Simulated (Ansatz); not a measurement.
Input file for Ansatz (a program for electronic structure): R-wB97M-V/def2-TZVPP on Cl3In (SMILES [Cl][In]([Cl])[Cl]). Elements past Kr take the def2 small-core potentials; no spin–orbit coupling.

Ansatz 0.2 input:
```yaml
crystal:
  periodic: [false, false, false]
  atoms:
    - {symbol: In, position_ang: [0.00004090, 0.00000140, -0.00018890]}
    - {symbol: Cl, position_ang: [2.33682135, -0.01000871, -0.00926807]}
    - {symbol: Cl, position_ang: [-1.15979809, 2.02868197, -0.00169223]}
    - {symbol: Cl, position_ang: [-1.17706416, -2.01867467, 0.01124921]}
basis:
  gaussian:
    orbitals: def2-TZVPP
hamiltonian:
  xc: {name: wB97M-V}
scf: {lower_state_search: off}
```

The log:

```
WARN ansatz: RAYON_NUM_THREADS=4 ignored (pool sized by the plan → 4); use --threads N
Functional definition: wB97M-V
these checks for a lower state are left out or cut short: stability, starts, cluster_reference, orbital_swaps, neighbouring_geometries, increment
integrals: 0.17 GiB planned
1354 factors; their error is unknown
integrals: 0.20 GiB planned
204 factors; integrals over basis functions are off by at most 5.0e-5 eV
mean field: 1.28 GiB planned
mean field evaluation 1: about -42742.2981 eV, gradient 2.5e1 eV
mean field evaluation 2: about -42742.9339 eV, gradient 2.4e1 eV
mean field evaluation 4: about -42744.0196 eV, gradient 4.9e-1 eV
mean field evaluation 8: about -42744.0993 eV, gradient 1.2e-1 eV
mean field evaluation 16: about -42744.0993 eV, gradient 2.5e-6 eV
mean field -42744.09927202 eV, -1570.8166752558 hartree, gradient 2.6e-6 eV, S^2 0.000000; 0 other end points of the search recorded, 0 dependent functions left out
reference -42744.09933322 eV, -1570.8166775046 hartree; 36, 36 occupied and 140, 140 virtual orbitals, 1354 factors
Total energy: -42744.09933322 eV, -1570.8166775046 hartree
Checks for a lower state left out: stability, starts, cluster_reference, orbital_swaps, neighbouring_geometries, increment
```

Self-consistency was reached.

Cost: roughly 11 core-seconds.
